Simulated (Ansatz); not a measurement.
Relaxation of CH$_{4}$BF$_{2}$Sb (9 atoms, charge 0, multiplicity 1), to a largest force component of 0.015 eV/Å in at most 40 steps.

Computed with RKS CAM-B3LYP/def2-SVP (Ansatz).

```xyz
9
Properties=species:S:1:pos:R:3:forces:R:3
F 2.402 -0.195 0.407 -4.35 -1.37 -1.89
B 1.072 -0.450 -0.210 2.63 -1.99 0.37
F 0.720 -1.806 -0.587 1.52 3.97 1.33
C 0.126 0.737 -0.522 -0.24 -0.84 -0.20
Sb -1.792 0.419 0.559 0.74 -0.44 0.70
H 0.496 1.712 -0.217 0.27 0.24 0.03
H -0.139 0.750 -1.603 0.03 -0.01 0.40
H -1.871 -1.239 0.062 -0.02 0.30 0.20
H -0.924 0.026 2.095 -0.59 0.15 -0.93
```

**Question.** Where does it end, and by what steps?

**Answer.** The forces met the threshold. The force dipped under the threshold on the way, but the program's further checks kept it going. After 11 steps the energy has fallen by 0.962 eV; F1 moved furthest, 0.56 Å.

| step | energy less start (eV) | largest force component (eV/Å) | accepted |
| --- | --- | --- | --- |
| 0 | 0.0000 | 4.347 | yes |
| 1 | -0.4155 | 3.445 | yes |
| 2 | -0.5999 | 2.916 | yes |
| 3 | -0.9400 | 0.346 | yes |
| 4 | -0.9360 | 0.328 | no |
| 5 | -0.9573 | 0.103 | yes |
| 6 | -0.9593 | 0.208 | yes |
| 7 | -0.9613 | 0.017 | yes |
| 8 | -0.9616 | 0.010 | yes |
| 9 | -0.9617 | 0.025 | yes |
| 10 | -0.9617 | 0.018 | yes |
| 11 | -0.9618 | 0.003 | yes |

```xyz
9
Properties=species:S:1:pos:R:3
F 1.979 -0.381 0.720
B 1.086 -0.463 -0.254
F 1.059 -1.611 -0.914
C 0.117 0.692 -0.578
Sb -1.715 0.455 0.623
H 0.518 1.679 -0.313
H -0.216 0.696 -1.625
H -1.877 -1.211 0.259
H -0.863 0.097 2.065
```

The run took 43 s on 2 threads of Arm Neoverse V2 (shared host), peak memory 0.28 GiB.
